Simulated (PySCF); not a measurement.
**Question.** Give a PBE0-D3(BJ)/def2-SVP geometry of 6-methylindole (`Cc1ccc2cc[nH]c2c1`).

**Answer.** 
Z-matrix in Å and degrees, rows numbered from 1:
```
C 
C   1  1.5023
C   2  1.4152  1  119.89
C   3  1.3848  2  122.21  1  -178.52
C   4  1.4046  3  119.16  2    -0.04
C   5  1.4342  4  134.79  3  -179.68
C   6  1.3708  5  106.79  4   179.70
N   7  1.3748  6  109.60  5    -0.02
C   8  1.3714  7  109.49  6    -0.00
C   2  1.3913  1  120.73  3  -178.68
H   1  1.1034  2  111.16  3    80.75
H   1  1.0997  2  111.64  3  -159.36
H   1  1.1005  2  111.42  3   -38.53
H   3  1.0935  2  118.49  1     1.60
H   4  1.0929  3  120.42  2  -179.79
H   6  1.0877  5  127.15  4    -0.31
H   7  1.0885  6  129.81  5   179.98
H   8  1.0090  7  125.27  6  -179.93
H  10  1.0936  2  120.47  1    -1.64
```

The 6-membered ring C2–C3–C4–C5–C9–C10 has internal angles of 118.4° to 122.3° (sum 720°, against 720° for a flat polygon); it is planar, 0.00 Å rms from its mean plane, widest ring torsion 0°. N8 (pyrrole-type nitrogen) is planar (angles 125.3°, 125.2° and 109.5°, sum 360.0°, 0.00 Å off the plane of its three neighbours). Of the pairs four or more bonds apart, H12···H19 is among the closest relative to their van der Waals radii: 2.44 Å, 102 % of the sum of Bondi's values. The 10 heavy atoms lie in one plane (0.007 Å rms).

Computed, not measured: PBE0-D3(BJ)/def2-SVP geometry optimisation, gas phase in PySCF.

Stationary, but not proved a minimum.
